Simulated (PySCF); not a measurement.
Vertical excitations of a molecule C3H7O, multiplicity 2 from TDA-PBE/def2-SVPD (PySCF), as energy in eV (oscillator strength): 3.50 (0.008), 4.86 (0.002), 5.04 (0.034), 5.74 (0.011), 5.75 (0.006), 6.05 (0.012), 6.12 (0.003), 6.19 (0.029), 6.42 (0.000), 6.60 (0.023). Geometry: PBE0-D3(BJ)/def2-SVP. The values are those of a single conformer.

Problem. Pick the molecule that these values belong to.
A) C[C](C)O
B) [CH2]C(C)O
C) [CH2]OCC
D) [CH2]COC

Solution. B, [CH2]C(C)O
